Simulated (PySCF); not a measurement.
A side-by-side comparison of computed properties.

First species: C₅H₈N₂Si.
Geometry (GFN2-xTB, Å), atoms numbered from 1 in this order:
```xyz
16
C5H8N2Si angstrom
C     -1.3945    1.3878    1.4906
C     -1.5292    0.4139    0.8062
C     -1.5879   -0.8197    0.0344
N     -0.3125   -1.5007   -0.1094
C      0.5990   -0.9381   -1.0908
Si     1.3107    0.8285   -0.8077
C      1.8071    0.8966    0.9901
N      2.1145    0.9070    2.0940
H     -1.3073    2.2504    2.0817
H     -2.2753   -1.5113    0.5368
H     -1.9797   -0.6139   -0.9677
H      0.1428   -1.5749    0.7956
H      0.0856   -0.9633   -2.0579
H      1.4326   -1.6434   -1.1692
H      0.3508    1.9044   -1.0423
H      2.5354    0.9855   -1.5957
```

Second species: C3H6OSi.
SMILES: `C=CC(=O)[SiH3]`

Levels: PBE0/def2-SVPD for dipole moment, HOMO energy, LUMO energy, HOMO–LUMO gap, static isotropic polarisability and electronic spatial extent ⟨r²⟩ about the centre of nuclear charge; TDDFT PBE0/def2-SVPD for lowest singlet excitation; TDA PBE0/def2-SVPD for lowest triplet excitation (Tamm–Dancoff); GFN2-xTB for rotational constant A and rotational constant C. Geometries: GFN2-xTB. Each structure is a single optimised conformer of the isolated species, non-relativistic unless stated; the electronic structure was computed with PySCF and density fitting.

Dipoles, sizes and rotational constants follow the conformer. The torsions of the flexible species, by atom-mapped SMILES:
- `[CH:1]#[C:2][CH2:3][NH:4][CH2:5][SiH2:6][C:7]#[N:8]`: C2–C3–N4–C5 -78°, C3–N4–C5–Si6 65°, N4–C5–Si6–C7 44°
- `[CH2:1]=[CH:2][C:3](=[O:4])[SiH3:5]`: C1–C2–C3–O4 -174°

Values for the first species:

| Property | Result |
| --- | --- |
| Dipole moment | 3.42 D |
| HOMO energy | -6.78 eV |
| LUMO energy | -0.48 eV |
| HOMO–LUMO gap | 6.30 eV |
| Lowest singlet excitation | 5.20 eV |
| Lowest triplet excitation (Tamm–Dancoff) | 4.91 eV |
| Static isotropic polarisability | 92.6 au |
| Electronic spatial extent ⟨r²⟩ about the centre of nuclear charge | 1167 bohr² |
| Rotational constant A | 1.987 GHz |
| Rotational constant C | 1.098 GHz |

Problem. Estimate the same properties for the second species, and the change in each.

Solution. 
```json
{"property": "dipole moment", "first": "3.42 D", "second": "3.08 D", "second less first": "-0.34 D"}
{"property": "HOMO energy", "first": "-6.78 eV", "second": "-7.06 eV", "second less first": "-0.28 eV"}
{"property": "LUMO energy", "first": "-0.48 eV", "second": "-2.14 eV", "second less first": "-1.66 eV"}
{"property": "HOMO–LUMO gap", "first": "6.30 eV", "second": "4.92 eV", "second less first": "-1.38 eV"}
{"property": "lowest singlet excitation", "first": "5.20 eV", "second": "2.96 eV", "second less first": "-2.24 eV"}
{"property": "lowest triplet excitation (Tamm–Dancoff)", "first": "4.91 eV", "second": "2.36 eV", "second less first": "-2.55 eV"}
{"property": "static isotropic polarisability", "first": "92.6 au", "second": "67.8 au", "second less first": "-24.8 au"}
{"property": "electronic spatial extent ⟨r²⟩ about the centre of nuclear charge", "first": "1167 bohr²", "second": "589 bohr²", "second less first": "-578 bohr²"}
{"property": "rotational constant A", "first": "1.987 GHz", "second": "5.197 GHz", "second less first": "+3.210 GHz"}
{"property": "rotational constant C", "first": "1.098 GHz", "second": "2.105 GHz", "second less first": "+1.007 GHz"}
```

On the first: The polarisability is 13.72 Å³ as a volume (1 au = 0.148185 Å³), or 1.40 au for each of the 66 electrons.

On the second: The principal polarisabilities are 49.4, 72.4 and 81.6 au; their mean is the isotropic value. S1 lies 1.96 eV below the HOMO–LUMO gap; its leading configuration is HOMO→LUMO, weight 0.98.
